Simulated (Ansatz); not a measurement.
Consider the cleavage of the B–Si bond: `B[SiH2]OC` + `C=N` → `BN=C` + `CO[SiH3]`.

Program: Ansatz. Geometries: PBE0-D4/def2-TZVP. ΔE: electronic, gas phase. CCSD(T)/CBS adds triple-zeta CCSD(T) − MP2 to the extrapolated MP2 energy (def2 sets, frozen cores). This one scheme is used for every species. Each species was taken in one conformer, which may not be the lowest.

```
    species  CCSD/def2-SVP energy (Eh)
`B[SiH2]OC`                 -430.77341
      `C=N`                  -94.28359
     `BN=C`                 -119.64645
 `CO[SiH3]`                 -405.46964
```

Work out ΔE.

ΔE = (-119.64645) + (-405.46964) − (-430.77341) − (-94.28359) = -0.05909 Eh = -155.1 kJ/mol. CCSD(T)/CBS gives -141.2 kJ/mol.

Largest T1 diagnostic among the species: 0.016.

From PBE to PBE0 (25 % exact exchange), in def2-TZVPP and without D4, ΔE moves by +7.7 kJ/mol. At CCSD(T), def2-SVP lies −17.6 kJ/mol from the extrapolated value and def2-TZVPP +0.4 kJ/mol.
